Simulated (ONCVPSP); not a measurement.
**Logarithmic derivatives: nickel (Ni), ONCV**

ONCVPSP 4.0.1 input, shortened (lines: element, Z, core and valence counts, functional; n l f; lmax; l rc ep ncon nbas qcut; lloc lpopt rc5 dvloc0; l nproj debl; icmod fcfact rcfact), LDA (Perdew-Zunger), scalar-relativistic:

```
  Ni 28.00    3    3        3      upf
    1    0    2.00
    2    0    2.00
    2    1    6.00
    3    0    2.00
    3    1    6.00
    3    2    8.00
    2
    0    0.80    0.00    4    9    8.90
    1    0.90    0.00    4    7   14.40
    2    1.25    0.00    5   10   10.70
    4    3    0.60    6.00
    0    2    1.00
    1    2    1.90
    2    2    1.90
    0    0.00    0.00
```

In the s channel the program set the typed energies aside and used -4.787, 0.250 Ha. In the p channel the program set the typed energies aside and used -3.346, 0.250 Ha.

The phase is arctan(r·R′/R) of the radial function R(r), unwrapped; energies in Ha, scanned from -6 to 5 Ha. A pole is an energy at which the radial function vanishes at the test radius. The pseudo phase is shifted by a multiple of π to meet the all-electron one at the reference energy, and phase errors are pseudo minus all-electron; the curves can meet again beyond the range given. Levels narrower than the energy grid can be missing from the lists of poles.

Q: For each channel, where are the poles, and over which energies does the pseudopotential scatter like the atom?

A:

| channel | radius (bohr) | reference energy (Ha) | poles, all-electron | poles, pseudo | unbroken range about the reference energy with phases within 0.05 rad | phase error 1 Ha above the reference energy (rad) |
| --- | --- | --- | --- | --- | --- | --- |
| s | 0.81 | -4.79 | 2.14 | 2.14 | the whole range | -0.000 |
| p | 0.92 | -3.35 | 0.57 | 0.57 | the whole range | -0.000 |
| d | 1.27 | -1.05 | -0.06 | -0.06 | the whole range | -0.000 |

Phases in the s channel:

```tsv
E (Ha)	all-electron	pseudo
-5.96	-0.873	-0.873
-5.68	-0.941	-0.941
-5.40	-1.001	-1.001
-5.12	-1.054	-1.054
-4.84	-1.102	-1.102
-4.56	-1.145	-1.145
-4.28	-1.183	-1.183
-4.00	-1.218	-1.218
-3.72	-1.249	-1.249
-3.44	-1.278	-1.278
-3.16	-1.304	-1.304
-2.88	-1.327	-1.327
-2.60	-1.349	-1.349
-2.32	-1.370	-1.370
-2.04	-1.388	-1.388
-1.76	-1.406	-1.406
-1.48	-1.422	-1.422
-1.20	-1.437	-1.437
-0.92	-1.452	-1.452
-0.64	-1.465	-1.465
-0.36	-1.478	-1.478
-0.08	-1.490	-1.490
0.20	-1.502	-1.502
0.48	-1.513	-1.513
0.76	-1.524	-1.524
1.04	-1.534	-1.534
1.32	-1.544	-1.544
1.60	-1.553	-1.553
1.88	-1.562	-1.563
2.16	-1.571	-1.571
2.44	-1.580	-1.580
2.72	-1.589	-1.589
3.00	-1.597	-1.597
3.28	-1.605	-1.605
3.56	-1.613	-1.614
3.84	-1.621	-1.622
4.12	-1.629	-1.630
4.40	-1.637	-1.637
4.68	-1.645	-1.645
4.96	-1.653	-1.653
```
